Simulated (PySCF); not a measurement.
Ga(Me)(NH2) (CH₅GaN), SMILES [CH3][Ga][NH2], multiplicity 2.

Coordinates come from a PBE0-D3(BJ)/def2-SVP optimisation. The spin state was assumed, not searched. The isomer is the one that the SMILES or the coordinates give; other isomers of the formula were not compared. One conformer was computed; it need not be the lowest.

Two levels are set side by side: PBE/def2-TZVPD (PySCF) and ωB97X/def2-TZVPD (PySCF). Same geometry, gas phase. Differences are taken from unrounded values.

```csv
quantity,ωB97X
α-spin orbital gap (eV),8.74
β-spin orbital gap (eV),8.78
dipole moment (D),0.68
mean polarisability (bohr³),60.6
```

**Question.** What does PBE give, and how far is it from ωB97X? (The exact figures need the calculation; the answer reports its results.)

**Answer.** 
| quantity | PBE | PBE minus ωB97X |
|---|---|---|
| α-spin orbital gap (eV) | 2.98 | -5.76 |
| β-spin orbital gap (eV) | 2.80 | -5.98 |
| dipole moment (D) | 0.73 | 0.05 |
| mean polarisability (bohr³) | 65.2 | 4.6 |

PBE's more diffuse valence density responds more strongly to a field. Differences between two approximate levels are no errors against the true value.

Rough cost on one machine, each run with all the roots and properties that it gave: ωB97X against PBE within a factor of 2.
